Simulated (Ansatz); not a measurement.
Cl2Sn, triplet, at a GFN2-xTB geometry (such geometries of metal compounds can be far from the true shape) (the spin is typed, not shown lowest) (core potentials on Sn); Ansatz (a program for electronic structure) with REVPBE/def2-TZVP.

Input for Ansatz:
Ansatz 0.2 input:
```yaml
crystal:
  periodic: [false, false, false]
  atoms:
    - {symbol: Sn, position_ang: [0.00993257, -0.00944619, 0.58952790]}
    - {symbol: Cl, position_ang: [1.24741626, 1.57493270, -0.86320274]}
    - {symbol: Cl, position_ang: [-1.27662969, -1.54714980, -0.87070284]}
basis:
  gaussian:
    orbitals: def2-TZVP
hamiltonian:
  xc: revpbe
magnetization: {spin_polarized: true, initial_magnetization: 2}
accuracy: high
```

Problem. Write the output that Ansatz gives for this input, abridged.

Solution. 
```
Functional definition: revPBE
2014 factors; integrals over basis functions are off by at most 3.5e-9 eV
mean field evaluation 1: about -30873.6312 eV, gradient 1.4e1 eV
mean field evaluation 2: about -30868.5334 eV, gradient 3.2e1 eV
mean field evaluation 4: about -30874.6680 eV, gradient 1.7e0 eV
mean field evaluation 8: about -30874.6778 eV, gradient 6.1e-2 eV
mean field evaluation 16: about -30874.6778 eV, gradient 4.6e-5 eV
mean field evaluation 32: about -30873.5927 eV, gradient 4.7e-2 eV
mean field evaluation 64: about -30873.4341 eV, gradient 4.8e-1 eV
mean field -30874.67784572 eV, -1134.6234832220 hartree, gradient 3.3e-8 eV, S^2 2.003565; 12 other end points of the search recorded, 0 dependent functions left out
reference -30874.67784993 eV, -1134.6234833766 hartree; 29, 27 occupied and 95, 97 virtual orbitals, 2014 factors
Total energy: -30874.67784993 eV, -1134.6234833766 hartree
```
